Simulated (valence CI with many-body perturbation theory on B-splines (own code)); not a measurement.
E1 transitions of Cr9+

Level of theory: valence CI with perturbative core correlation (CI+MBPT): five valence electrons over a frozen Dirac-Fock core [Ne], radial functions for each j: 9 s, 9 p, 8 d, 6 f, 3 g, 1 h, with the one-electron correlation potential Σ1, the two-electron term Σ2, the three-electron term Σ3, Breit, model QED; selected CI, second order for the rest, scaled by the run's own slope (own B-spline code, finite nucleus).

No measured spectrum was set against this ion. As an estimate, levels of excited configurations hold to 0.05 to 0.15 % of their energy, terms of the ground configuration to about 0.5 %. Among the levels kept, up to 670 cm⁻¹ of a level comes from second order outside the variational space, and about a tenth of that is noise between levels of different J, which matters for small intervals.

Lines 101 to 150 of 174 in falling wavelength, among levels below 555630 cm⁻¹, chosen from the strongest by gf and those to the six lowest levels. Wavelengths and rates use the calculated energies, so an error of 200 cm⁻¹ moves a line at 273.3 Å by 0.055 % and its rate by three times that or more. Electric multipoles are in the length gauge, E1 and E2 with the static RPA response of the core. Weak lines are less certain than strong ones. Lines between different terms over intervals too small for the method are left out, as are lines whose strength nearly cancels.

Names give the largest LS component (configuration and term), which can be under half, so a name can repeat, a term be missing and a line seem to break the LS rules; names also repeat where a configuration has a term twice. Letters in brackets count levels of one name in rising energy.

```
λ vac (Å)                  Upper            Lower   A (s⁻¹)  S (a.u.)
    273.3  3s2 3p2 3d 2P_3/2 [b]  3s2 3p3 2P°_3/2  3.46e+09  1.39e-01
    271.9      3s2 3p2 3d 4F_3/2  3s2 3p3 4S°_3/2  4.39e+06  1.74e-04
    270.9  3s2 3p2 3d 2P_3/2 [b]  3s2 3p3 2P°_1/2  1.03e+09  4.03e-02
    270.2      3s2 3p2 3d 4F_5/2  3s2 3p3 4S°_3/2  9.34e+06  5.46e-04
    267.7  3s2 3p2 3d 2P_1/2 [a]  3s2 3p3 2P°_3/2  9.47e+09  1.79e-01
    266.9      3s2 3p2 3d 4P_5/2  3s2 3p3 2P°_3/2  6.40e+06  3.60e-04
    265.4  3s2 3p2 3d 2P_1/2 [a]  3s2 3p3 2P°_1/2  5.37e+09  9.90e-02
    264.8      3s2 3p2 3d 4P_3/2  3s2 3p3 2P°_3/2  3.77e+07  1.38e-03
    263.5      3s2 3p2 3d 4P_1/2  3s2 3p3 2P°_3/2  1.18e+08  2.14e-03
    262.7  3s2 3p2 3d 2F_5/2 [a]  3s2 3p3 4S°_3/2  4.14e+07  2.22e-03
    262.5      3s2 3p2 3d 4P_3/2  3s2 3p3 2P°_1/2  6.25e+05  2.23e-05
    261.3      3s2 3p2 3d 4P_1/2  3s2 3p3 2P°_1/2  1.31e+08  2.31e-03
    260.7      3s2 3p2 3d 4D_1/2  3s2 3p3 4S°_3/2  3.65e+07  6.38e-04
    260.2      3s2 3p2 3d 2G_7/2  3s2 3p3 2D°_5/2  1.20e+08  8.36e-03
    260.2      3s2 3p2 3d 4D_3/2  3s2 3p3 4S°_3/2  1.38e+08  4.80e-03
    259.3  3s2 3p2 3d 2D_3/2 [a]  3s2 3p3 2P°_3/2  1.71e+08  5.90e-03
    258.4      3s2 3p2 3d 4D_5/2  3s2 3p3 4S°_3/2  1.62e+08  8.26e-03
    257.2  3s2 3p2 3d 2D_3/2 [a]  3s2 3p3 2P°_1/2  3.74e+06  1.26e-04
    254.5  3s2 3p2 3d 2D_5/2 [a]  3s2 3p3 2P°_3/2  1.10e+09  5.37e-02
    254.0  3s2 3p2 3d 2P_3/2 [b]  3s2 3p3 2D°_5/2  3.82e+10  1.24e+00
    252.5  3s2 3p2 3d 2P_3/2 [b]  3s2 3p3 2D°_3/2  1.24e+10  3.93e-01
    248.4      3s2 3p2 3d 4P_5/2  3s2 3p3 2D°_5/2  7.19e+08  3.26e-02
    247.7  3s2 3p2 3d 2P_1/2 [a]  3s2 3p3 2D°_3/2  3.87e+10  5.80e-01
    247.0      3s2 3p2 3d 4P_5/2  3s2 3p3 2D°_3/2  1.59e+08  7.08e-03
    246.6      3s2 3p2 3d 4P_3/2  3s2 3p3 2D°_5/2  2.78e+07  8.22e-04
    245.2      3s2 3p2 3d 4P_3/2  3s2 3p3 2D°_3/2  3.00e+08  8.73e-03
    244.1      3s2 3p2 3d 4P_1/2  3s2 3p3 2D°_3/2  1.40e+09  2.01e-02
    244.1  3s2 3p2 3d 2D_5/2 [b]  3s2 3p3 2P°_3/2  3.76e+09  1.62e-01
    244.0  3s2 3p2 3d 2D_3/2 [b]  3s2 3p3 2P°_3/2  1.02e+08  2.93e-03
    242.1  3s2 3p2 3d 2D_3/2 [b]  3s2 3p3 2P°_1/2  4.11e+09  1.15e-01
    241.9  3s2 3p2 3d 2D_3/2 [a]  3s2 3p3 2D°_5/2  3.91e+09  1.09e-01
    240.5  3s2 3p2 3d 2D_3/2 [a]  3s2 3p3 2D°_3/2  7.36e+09  2.02e-01
    237.7  3s2 3p2 3d 2D_5/2 [a]  3s2 3p3 2D°_5/2  1.90e+10  7.54e-01
    236.3  3s2 3p2 3d 2D_5/2 [a]  3s2 3p3 2D°_3/2  7.46e+08  2.92e-02
    235.4  3s2 3p2 3d 2P_1/2 [b]  3s2 3p3 2P°_3/2  3.94e+09  5.07e-02
    233.7  3s2 3p2 3d 2P_1/2 [b]  3s2 3p3 2P°_1/2  5.32e+10  6.70e-01
    232.8  3s2 3p2 3d 2P_3/2 [c]  3s2 3p3 2P°_3/2  4.56e+10  1.14e+00
    231.9      3s2 3p2 3d 2S_1/2  3s2 3p3 2P°_3/2  4.97e+10  6.12e-01
    231.7  3s2 3p2 3d 2F_5/2 [b]  3s2 3p3 2P°_3/2  8.16e+07  3.00e-03
    231.1  3s2 3p2 3d 2P_3/2 [c]  3s2 3p3 2P°_1/2  1.35e+10  3.29e-01
    230.7  3s2 3p2 3d 2P_3/2 [b]  3s2 3p3 4S°_3/2  1.14e+06  2.78e-05
    230.1      3s2 3p2 3d 2S_1/2  3s2 3p3 2P°_1/2  3.31e+09  3.98e-02
    228.6  3s2 3p2 3d 2D_5/2 [b]  3s2 3p3 2D°_5/2  4.04e+10  1.43e+00
    228.5  3s2 3p2 3d 2D_3/2 [b]  3s2 3p3 2D°_5/2  7.34e+09  1.73e-01
    227.3  3s2 3p2 3d 2D_5/2 [b]  3s2 3p3 2D°_3/2  2.36e+09  8.21e-02
    227.3  3s2 3p2 3d 2D_3/2 [b]  3s2 3p3 2D°_3/2  4.89e+10  1.13e+00
    226.7  3s2 3p2 3d 2P_1/2 [a]  3s2 3p3 4S°_3/2  1.64e+09  1.88e-02
    226.1      3s2 3p2 3d 4P_5/2  3s2 3p3 4S°_3/2  7.21e+10  2.47e+00
    224.6      3s2 3p2 3d 4P_3/2  3s2 3p3 4S°_3/2  7.37e+10  1.65e+00
    223.7      3s2 3p2 3d 4P_1/2  3s2 3p3 4S°_3/2  7.47e+10  8.26e-01
```
